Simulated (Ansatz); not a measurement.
Saddle point of SiH4Cl3OF, singlet (SiHCl₃ ([Cl][SiH]([Cl])[Cl]) + H₂O + HF → SiHCl₃O ([OH][Si]([Cl])([Cl])[Cl]) + HF + H₂; bonds formed: Si1–O7, H2–H8, H6–F9; bonds broken: Si1–H2, H6–O7, H8–F9), PBE0-D4/def2-TZVP structure:

```
10
angstrom
Si -0.3735 -0.7838 -0.2377
H -0.5448 0.0072 1.2218
Cl 0.0420 -1.5936 -2.1478
Cl 0.2158 -2.3832 0.8936
Cl -2.3698 -0.4177 -0.5094
H 0.7884 1.3408 0.1909
O 0.7754 0.4969 -0.5562
H -0.1432 0.9062 1.3613
F 0.4705 1.8775 1.2307
H 1.1392 0.5498 -1.4472
```

Energies are electronic, without zero-point energy. Barriers and step energies count from the start structure reached by relaxing down the imaginary mode; all methods use the PBE0-D4 structures, on which another method's saddle can fall below an end. Ansatz 0.2.0; basis: def2-TZVPP, with def2-QZVPP for the basis limit; cores frozen in the correlated methods. B3LYP uses VWN-RPA correlation. Extrapolation: Hartree–Fock as exp(−7.88 √X), correlation as X^−2.97.

```csv
method,barrier (kcal/mol),step energy (kcal/mol)
SPW92,4.45,-15.02
PBE-D4,19.02,-16.29
BLYP-D4,24.46,-17.79
r2SCAN-D4,20.22,-18.78
B97M-V,?,-18.80
PBE0-D4,23.24,-16.76
B3LYP-D4,27.05,-17.92
r2SCAN0-D4,?,-18.54
BHLYP-D4,?,-18.28
CAM-B3LYP-D4,26.11,-18.06
wB97X-V,27.45,-17.63
wB97M-V,27.02,-17.70
B2PLYP,28.53,-18.21
PBE-QIDH,26.14,-18.01
RPA on PBE,29.98,-17.86
HF,49.06,-18.81
MP2,27.24,-19.43
CCSD,32.93,-17.92
CCSD(T),29.63,-18.16
```

(1) Fill in the withheld barriers. (An estimate is asked for; the value comes from the calculation.)

No T1 diagnostic of these runs exceeds 0.011.

Answers

(1) The calculation gives: B97M-V 25.18; BHLYP-D4 32.15; r2SCAN0-D4 23.77 kcal/mol. Each is the energy of the saddle less that of the start structure, by the same method.

For comparison, the barrier by CCSD(T) at an estimated basis limit (MP2 extrapolated from triple and quadruple zeta, plus CCSD(T) − MP2 in triple zeta) is 29.63 kcal/mol.

Labels in which every atom is bracketed show which atoms are joined, not bond orders.

For scale, one of the runs: CCSD(T)/def2-TZVPP, 286 basis functions, launched by `ansatz run in.yaml --threads 8 --pin off --events-out ev --progress --plain --max-ram 19148MiB`. Hardware: 8 CPU threads of an Arm Neoverse V1, shared host. Wall time 4.3 min; peak host memory 8.3 GiB.
